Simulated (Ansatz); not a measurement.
Reaction (isomerisation): `O[SiH2][SiH](O)Cl` → `O[SiH2]O[SiH2]Cl`

Calculated with Ansatz (gas phase, PBE0-D4/def2-TZVP geometries, no zero-point term in ΔE). CBS: MP2 limit from def2 TZ/QZ plus the TZ coupled-cluster correction, frozen cores. Functionals use def2-TZVPP. B3LYP here is the variant with VWN-RPA as its local correlation; programs differ in this. One conformer a species, not always the lowest.

(1) Is it downhill or uphill in electronic energy at CCSD(T)/CBS, and by how much? (Best estimate.)

(2) What do these levels give: PBE-D4, ωB97M-V, B2PLYP, PBE, PBE0, B3LYP, MP2/def2-TZVPP, CCSD/def2-TZVPP, HF/def2-QZVPP, SCS-MP2/def2-QZVPP, MP2/CBS(def2), CCSD/CBS(def2)? (Best estimate.)

Largest T1 diagnostic among the species: 0.011.

Results:

(1) The calculation gave: Downhill: ΔE = -34.9 kcal/mol.

(2) The calculation gave: PBE-D4 -27.6, ωB97M-V -35.0, B2PLYP -35.3, PBE -27.5, PBE0 -30.1, B3LYP -33.8, MP2/def2-TZVPP -36.7, CCSD/def2-TZVPP -35.9, HF/def2-QZVPP -41.5, SCS-MP2/def2-QZVPP -37.5, MP2/CBS(def2) -36.4, CCSD/CBS(def2) -35.7 kcal/mol.

From PBE to PBE0 (25 % exact exchange), in def2-TZVPP and without D4, ΔE moves by −2.6 kcal/mol. In def2-TZVPP, CCSD(T) changes the Hartree–Fock value by +5.7 kcal/mol (the triples alone add +0.8 kcal/mol) and MP2 by +4.1 kcal/mol.
